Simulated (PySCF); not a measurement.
PBE0 on Re⁻ (rhenium, charge -1), [Xe] 4f14 5d6 6s2, high-spin 5D determinant. Calculation: PySCF 2.14, in def2-TZVPPD with the def2 core potential (60 electrons); a scalar-relativistic core potential.

```
cycle= 1 E= -78.1510058986266  delta_E= -0.0103  |g|= 0.0196  |ddm|= 0.514
cycle= 2 E= -78.1513970381633  delta_E= -0.000391  |g|= 0.0116  |ddm|= 0.147
cycle= 3 E= -78.151472110887  delta_E= -7.51e-05  |g|= 0.00642  |ddm|= 0.0254
cycle= 4 E= -78.1514992693489  delta_E= -2.72e-05  |g|= 0.000668  |ddm|= 0.0211
cycle= 5 E= -78.151500965406  delta_E= -1.7e-06  |g|= 0.000167  |ddm|= 0.00756
cycle= 6 E= -78.151501056467  delta_E= -9.11e-08  |g|= 3.88e-05  |ddm|= 0.00117
cycle= 7 E= -78.1515010632427  delta_E= -6.78e-09  |g|= 1.21e-05  |ddm|= 0.000303
cycle= 8 E= -78.1515010637165  delta_E= -4.74e-10  |g|= 2.02e-06  |ddm|= 8.29e-05
converged SCF energy = -78.1515010637165  <S^2> = 6.0233225  2S+1 = 5.0093203
```

Highest occupied orbital energy: 2.529 eV; ⟨L²⟩ = 6.02; populations by l: s 4.00, p 6.00, d 6.00, f 0.00.

Q: Can this result be used?

A: With care. The calculation finished and met its thresholds. Energies and moments cover only the electrons outside the core potential. Spin-orbit coupling, absent here, splits the open shell strongly. At PBE0 the highest occupied level has a positive energy, so only the finite basis holds that electron; in a semilocal or global hybrid functional this comes from self-interaction and does not mean that the real anion is unbound.
